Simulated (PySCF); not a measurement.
# Structure from 2D NMR

Compound of formula C$_{4}$H$_{5}$N$_{3}$. Correlations simulated from computed shifts and the bond graph:

HSQC (one-bond C–H):
| δH | δC |
| --- | --- |
| 9.02 | 153.7 |
| 8.90 | 142.3 |
| 6.45 | 110.6 |

COSY cross peaks (H two or three bonds apart, from the bond graph; peaks can be absent where the dihedral angle is near 90°):
| δH | δH |
| --- | --- |
| 9.02 | 6.45 |

HMBC (two and three bonds, from the bond graph):
| δH | δC |
| --- | --- |
| 9.02 | 147.0, 110.6 |
| 8.90 | 147.0, 110.6 |
| 6.45 | 153.7, 147.0, 142.3 |

Carbons without hydrogens: δ 147.0.

All values are calculated (PySCF 2.14): PBE0/pcSseg-1 with gauge-including orbitals, geometry: GFN2-xTB. Relativity neglected, single conformer, gas phase, rapidly exchanging positions averaged.

Chemical shifts δ = σref − σ; TMS for 1H (σref 31.72), 13C (σref 186.93), all at this level.

Exchangeable hydrogens are left out of these lists.

Q: Work out the connectivity.

A: `Nc1ccnnc1`.

Numbering as in the mapped SMILES `[NH2:1][c:2]1[cH:3][cH:4][n:5][n:6][cH:7]1` (H(Xn): hydrogen on atom n).

- δC 153.7 is C4, an aromatic CH next to a ring nitrogen (δH 9.02).
- δC 147.0 is C2, an aromatic carbon bearing nitrogen.
- δC 142.3 is C7, an aromatic CH next to a ring nitrogen (δH 8.90).
- δC 110.6 is C3, an aromatic CH (δH 6.45).
- HMBC from δH 9.02 reaches the proton-free carbon C2.
- HMBC from δH 8.90 reaches the proton-free carbon C2.
- HMBC from δH 6.45 reaches the proton-free carbon C2.
- COSY links 9.02–6.45.

This is the structure that produced the data.

The OH or NH signal is concentration- and solvent-dependent in practice; the value given is the gas-phase one. Shifts are as computed. Against solution values, carbons near 30 ppm lie about +3 ppm off and those near 130 ppm about +5 ppm. Of 1309 compounds with measured shifts, 239 miss one by over three times the rms of a fit or turn the order of signals round; such compounds aren't used in these exercises.
